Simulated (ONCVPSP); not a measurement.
**vanadium (V), ONCV: configuration errors across variants**

| Item | Value |
| --- | --- |
| Element | V (Z = 23) |
| Generator | ONCVPSP 4.0.1 |
| Type | optimised norm-conserving Vanderbilt (ONCV) |
| Functional | PBEsol |
| Relativity | scalar-relativistic |
| Frozen core | [Ne] |
| Valence charge | 13 |
| Reference configuration | 3s2 3p6 3d3 4s1 (charge +1) |
| Partial waves | 3s+4s: rc 1.70 bohr, ncon 4, nbas 7, qcut 7.6 1/bohr, 2 projectors; 3p: rc 1.10 bohr, ncon 3, nbas 7, qcut 7.1 1/bohr, 2 projectors, debl 3.6 Ha; 3d: rc 1.40 bohr, ncon 4, nbas 9, qcut 13.5 1/bohr, 1 projector |
| Local potential | polynomial inside 0.80 bohr (lpopt 5, dvloc0 3 Ha) |
| Core correction | none |

All-electron excitation energies from the reference (eV): (1) 3s2 3p6 3d3 4s2 -7.750; (2) 3s2 3p6 3d3 4s0 14.204; (3) 3s2 3p6 3d2 4s0 43.053; (4) 3s2 3p6 3d2 4s2 3.246.

Errors AE − PS in meV (a dash: test not solved or not reliable):

| change | (1) | (2) | (3) | (4) | bound ghosts | GHOST(+) flags above zero |
| --- | --- | --- | --- | --- | --- | --- |
| base | +0.9 | -0.5 | +6.3 | +20 | none | none |
| s: qcut 5.9 | +0.9 | -0.6 | +5.8 | +21 | none | none |
| s: qcut 7.7 | +0.9 | -0.5 | +6.3 | +20 | none | none |
| s: qcut 8.3 | +0.9 | -0.5 | +6.4 | +20 | none | none |
| s: qcut 9.7 | +0.9 | -0.4 | +6.6 | +19 | none | none |
| s: qcut 11 | +0.9 | -0.4 | +6.8 | +18 | none | none |

(1) Give the same row for: s: qcut 4.6.

Results:

(1) +0.9, -0.6, +5.4, +22; bound ghosts: none; GHOST(+) flags above zero: none.
